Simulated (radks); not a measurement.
Results of a calculation; reference values are marked as such.
All-electron atom: the palladium ion Pd+ in [Kr] 4d7 5s1 5p1 (not the ground configuration).

Level of theory: scalar-relativistic Kohn-Sham, BLYP, spin-polarised, spherical densities, point nucleus; open shells are filled with parallel spins first (spin-orbit coupling, left out, can overturn this in heavy ions) (a radial shooting solver on a logarithmic mesh with Libxc functionals).

Energy parts (hartree):
part                        energy
total                  -5045.61831
kinetic                 5234.01282
electron-nucleus      -12157.85904
Hartree                 2021.92479
exchange-correlation    -143.69688

Orbitals (lengths in bohr, moments of r in powers of bohr; r(max) is where P^2 peaks):
[
 {"orbital": "1s up", "occ.": "1", "eigenvalue (hartree)": "-889.0494", "r(max)": "0.02065", "<r^4>": "4.881e-06"},
 {"orbital": "1s down", "occ.": "1", "eigenvalue (hartree)": "-889.0476", "r(max)": "0.02065", "<r^4>": "4.881e-06"},
 {"orbital": "2s up", "occ.": "1", "eigenvalue (hartree)": "-130.5132", "r(max)": "0.1168", "<r^4>": "0.0008748"},
 {"orbital": "2s down", "occ.": "1", "eigenvalue (hartree)": "-130.4918", "r(max)": "0.1168", "<r^4>": "0.0008747"},
 {"orbital": "2p up", "occ.": "3", "eigenvalue (hartree)": "-117.1049", "r(max)": "0.09338", "<r^4>": "0.0006268"},
 {"orbital": "2p down", "occ.": "3", "eigenvalue (hartree)": "-117.0880", "r(max)": "0.09338", "<r^4>": "0.0006267"},
 {"orbital": "3s up", "occ.": "1", "eigenvalue (hartree)": "-24.18537", "r(max)": "0.3418", "<r^4>": "0.04168"},
 {"orbital": "3s down", "occ.": "1", "eigenvalue (hartree)": "-24.17305", "r(max)": "0.3418", "<r^4>": "0.04162"},
 {"orbital": "3p up", "occ.": "3", "eigenvalue (hartree)": "-19.78133", "r(max)": "0.3349", "<r^4>": "0.04483"},
 {"orbital": "3p down", "occ.": "3", "eigenvalue (hartree)": "-19.76745", "r(max)": "0.3350", "<r^4>": "0.04473"},
 {"orbital": "3d up", "occ.": "5", "eigenvalue (hartree)": "-12.78662", "r(max)": "0.2821", "<r^4>": "0.04395"},
 {"orbital": "3d down", "occ.": "5", "eigenvalue (hartree)": "-12.76630", "r(max)": "0.2822", "<r^4>": "0.04378"},
 {"orbital": "4s up", "occ.": "1", "eigenvalue (hartree)": "-3.95399", "r(max)": "0.8492", "<r^4>": "1.490"},
 {"orbital": "4s down", "occ.": "1", "eigenvalue (hartree)": "-3.86553", "r(max)": "0.8476", "<r^4>": "1.484"},
 {"orbital": "4p up", "occ.": "3", "eigenvalue (hartree)": "-2.68281", "r(max)": "0.9054", "<r^4>": "2.270"},
 {"orbital": "4p down", "occ.": "3", "eigenvalue (hartree)": "-2.59166", "r(max)": "0.9037", "<r^4>": "2.269"},
 {"orbital": "4d up", "occ.": "5", "eigenvalue (hartree)": "-0.86674", "r(max)": "1.061", "<r^4>": "8.728"},
 {"orbital": "4d down", "occ.": "2", "eigenvalue (hartree)": "-0.77602", "r(max)": "1.060", "<r^4>": "9.204"},
 {"orbital": "5s up", "occ.": "1", "eigenvalue (hartree)": "-0.56369", "r(max)": "2.268", "<r^4>": "90.15"},
 {"orbital": "5s down", "occ.": "0", "eigenvalue (hartree)": "-0.49919", "r(max)": "2.294", "<r^4>": "101.7"},
 {"orbital": "5p up", "occ.": "1", "eigenvalue (hartree)": "-0.34080", "r(max)": "2.755", "<r^4>": "223.0"},
 {"orbital": "5p down", "occ.": "0", "eigenvalue (hartree)": "-0.28873", "r(max)": "2.837", "<r^4>": "280.8"}
]

The highest occupied level is 5p up at -9.274 eV. The configuration is held as typed, so some empty levels lie below it. Spin moment in Bohr magnetons: 5.
